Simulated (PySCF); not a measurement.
CH₃N₂S, SMILES [NH]C(N)=S, multiplicity 2.

The structure is a stationary point at PBE0-D3(BJ)/def2-SVP. The isomer is the one that the SMILES or the coordinates give; other isomers of the formula were not compared. The values are those of a single conformer.

Method: SMD-PBE0/def2-SVP (PySCF).

Solvation free energies are E(SMD) − E(gas) at the gas-phase geometry, for 1 M in both phases. In vacuum the dipole moment is 2.08 D.

Computed solvation free energies in water, ethanol, dichloromethane:
| solvent | ΔG(solv) (kcal/mol) | its non-electrostatic (CDS) part | dipole (D) |
|---|---|---|---|
| water | -6.8 | 0.6 | 2.68 |
| ethanol | -7.3 | -0.2 | 2.66 |
| dichloromethane | -7.0 | -0.7 | 2.59 |
